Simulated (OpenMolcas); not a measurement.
# Ne V: the spin-orbit constant, worked from levels

```yaml
Program: OpenMolcas
Basis: ANO-RCC-VQZP [5s4p3d2f1g]
Scalar_Hamiltonian: DKH2, point nucleus
Active_space: 4 electrons in 9 orbitals (RAS2 2s 2p; RAS3 3d, at most 2 electrons)
State_averaging: 2S+1 = 3 even, 3 roots; 2S+1 = 1 even, 6 roots; 2S+1 = 5 odd, 1 root; 2S+1 = 3 odd, 9 roots; 2S+1 = 1 odd, 8 roots
Spin-orbit_coupling: state interaction with AMFI integrals over the reference wave functions, term energies averaged over their components
```

Methods: RASSCF; SS-RASPT2, IPEA 0.25 Eh, imaginary shift 0.1 Eh (closed shells correlated: 1s). Measured levels: NIST levels in Podobedova, Fuhr, Reader and Wiese, J. Phys. Chem. Ref. Data 33, 525 (2004).

**The spin-orbit constant.** For the Hund term 3P of p2, E(J) = (A/2) J(J+1) + constant and ζ = 2S·A = 2A. From J = 0 to J = 2 the energy changes by 3 A.

```
   Source  E(2) - E(0)      A    ζ
   RASSCF       1123.7  374.6  749
SS-RASPT2       1124.0  374.7  749
 measured       1110.1  370.0  740
```

All in cm-1. SS-RASPT2 is off by +1.3 % and RASSCF by +1.2 %. Both methods take the spin-orbit matrix elements from the reference wave functions, so the second can move ζ only through the term energies and any multistate remixing. Second-order mixing with other terms is absorbed into this ζ.

Active for correlation alone: 3d; no level in the range computed is led by a configuration that fills it, so any true level of that kind is missing. Measured partners are found by configuration, term and J. A level has none where our copy of the source lacks it or the pairing is in doubt (some pairs that miss far off the trend of their configuration count as doubtful), and it then counts in no deviation. Only configurations of the active space appear.
